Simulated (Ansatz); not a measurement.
Z-matrix (Å, degrees):
```
C
O 1 1.432
Si 1 1.900 2 107.7
C 1 1.514 2 109.1 3 123.0
H 1 1.098 2 108.7 3 -117.5
B 2 1.340 1 122.4 3 116.8
H 3 1.488 1 109.1 2 -177.7
H 3 1.486 1 109.6 2 62.6
H 3 1.486 1 109.6 2 -58.0
H 4 1.093 1 110.5 2 -179.4
H 4 1.092 1 110.9 2 -59.2
H 4 1.093 1 110.7 2 60.8
H 6 1.204 2 120.2 1 0.6
H 6 1.196 2 116.9 1 -179.5
```

Charge 0, multiplicity 1.

(1) List the PBE/def2-TZVPP orbital energies in eV (Ansatz). (Best estimate.)

Answers

(1) The calculation gave: Occupied: -1779.55, -511.21, -270.55, -269.09, -177.27, -137.34, -94.07, -94.06, -94.06, -26.20, -19.05, -15.80, -13.68, -13.17, -11.10, -10.77, -10.62, -9.69, -9.50, -8.60, -8.40, -8.16, -7.20, -6.99. Lowest empty: -1.44, -0.28, 0.32, 0.36, 0.79, 1.16, 1.47, 1.73.
